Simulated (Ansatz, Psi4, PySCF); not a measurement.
CH3O2, charge +1, singlet, at a GFN2-xTB geometry. Base run: PySCF with CCSD(T)/6-31G**.

Here is a job for PySCF.
```python
from pyscf import gto, scf, cc

mol = gto.Mole()
mol.atom = '''
    O    -0.99670430   -0.48679131   -0.02050171
    C     0.16260915    0.52937802   -0.00703074
    O     1.22437017    0.11575511    0.11238354
    H    -0.70362568   -1.42889272   -0.05203392
    H    -0.30185128    1.51257374   -0.07705403
    H    -1.79150481   -0.29165963   -0.56378237
'''
mol.basis = '6-31g**'
mol.charge = 1
mol.verbose = 3
mol.build()

mf = scf.RHF(mol)
mf.kernel()

mycc = cc.CCSD(mf)
mycc.kernel()
et = mycc.ccsd_t()
print('E(CCSD(T)) = %.10f' % (mycc.e_tot + et))
```

The same geometry, method and basis name were run in Ansatz (a quantum-chemistry and plane-wave program) and Psi4 and PySCF, at each program's defaults and at the settings that a row names. The base is PySCF at its defaults. Differences at the defaults can come from grids, fitting, cores and function types together.

```tsv
code and settings	ΔE vs base (mEh)	basis functions	E (Eh)	SCF cycles
PySCF, defaults (exact integrals, spherical functions, all electrons correlated)	0.000	57	-189.55194	11
Psi4, defaults (exact integrals, Cartesian functions, all electrons correlated)	…	60	…	12
Ansatz, defaults (factorised integrals, Cartesian functions, frozen core)	-0.894	60	-189.55284	-
PySCF, frozen core	5.898	57	-189.54605	11
Psi4, exact integrals, spherical functions, frozen core	5.898	57	-189.54605	12
Ansatz, high accuracy, frozen core, Cartesian functions as the basis file defines them	-0.898	60	-189.55284	-
```

Q: What belongs in the gaps?

A: 
- Psi4, defaults (exact integrals, Cartesian functions, all electrons correlated), ΔE vs base (mEh): -10.951
- Psi4, defaults (exact integrals, Cartesian functions, all electrons correlated), E (Eh): -189.56289
